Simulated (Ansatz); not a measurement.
Consider the ligand exchange at the Si–S bond: `[CH3][Al]([F])[S][SiH3]` + `[OH][Cd][O][SiH3]` → `[SiH3][O][Cd][O][SiH3]` + `[CH3][Al]([F])[SH]`.

Program: Ansatz. Geometries: PBE0-D4/def2-TZVP. ΔE: electronic, gas phase. CCSD(T)/CBS is the MP2 limit (def2-TZVPP, def2-QZVPP) plus CCSD(T) − MP2 in def2-TZVPP, frozen cores. DFT in def2-TZVPP. Elements past krypton have def2 core potentials. For Cd outer-core shells are correlated without core-valence functions, which leaves a few kJ/mol of doubt a bond. Each species was taken in one conformer, which may not be the lowest.

`[CH3][Al]([F])[S][SiH3]`:

```xyz
11

C    -0.596    1.653   -0.084
Al    0.164    0.644    1.380
F     0.336    1.361    2.854
S     0.855   -1.420    1.319
Si    0.441   -1.871   -0.729
H     0.032    2.520   -0.308
H    -1.581    2.036    0.197
H    -0.707    1.070   -1.000
H    -1.008   -1.750   -1.033
H     0.875   -3.271   -0.947
H     1.189   -0.974   -1.648
```

`[OH][Cd][O][SiH3]`:

```xyz
8

O     2.869    1.718    0.888
Cd    1.455    0.467    0.389
O     0.136   -0.918    0.002
Si   -1.459   -0.922   -0.308
H     2.954    2.443    0.264
H    -2.254   -0.385    0.837
H    -1.799   -0.087   -1.499
H    -1.902   -2.317   -0.572
```

`[SiH3][O][Cd][O][SiH3]`:

Cartesian coordinates in Å:
```
Si -2.376 -0.963 1.841
O -1.750 -1.226 0.363
Cd -0.139 -0.644 -0.560
O 1.442 -0.203 -1.607
Si 2.406 1.102 -1.720
H -2.612 0.490 2.094
H -1.471 -1.451 2.923
H -3.675 -1.678 1.949
H 3.023 1.453 -0.406
H 1.658 2.307 -2.186
H 3.494 0.814 -2.691
```

`[CH3][Al]([F])[SH]`:

```xyz
8

C    -0.712    0.879   -0.281
Al    0.054   -0.651    0.622
F    -0.701   -1.297    1.939
S     1.895   -1.667    0.061
H    -0.100    1.221   -1.118
H    -1.707    0.636   -0.665
H    -0.834    1.713    0.415
H     2.105   -0.835   -0.973
```

| level | ΔE (kcal/mol) |
| --- | --- |
| r2SCAN-D4 | -9.5 |
| B2PLYP | -12.1 |
| HF/def2-TZVPP | -17.3 |
| SCS-MP2/def2-TZVPP | -12.7 |

(1) What does CCSD(T)/CBS give? (Estimate.)

Largest T1 diagnostic among the species: 0.016.

## Answers

(1) Computed: -10.3 kcal/mol. The listed levels differ from it by 0.8, -1.8, -7.0, -2.4 kcal/mol.

The D4 term adds +1.2 kcal/mol with B3LYP and +0.7 kcal/mol with PBE0; it sums over pairs of atoms, weighted by their polarisabilities, and B3LYP, whose exchange is more repulsive, gets the larger term. From PBE to PBE0 (25 % exact exchange), in def2-TZVPP and without D4, ΔE moves by −1.5 kcal/mol.

B3LYP here is the variant with VWN-RPA as its local correlation; programs differ in this.
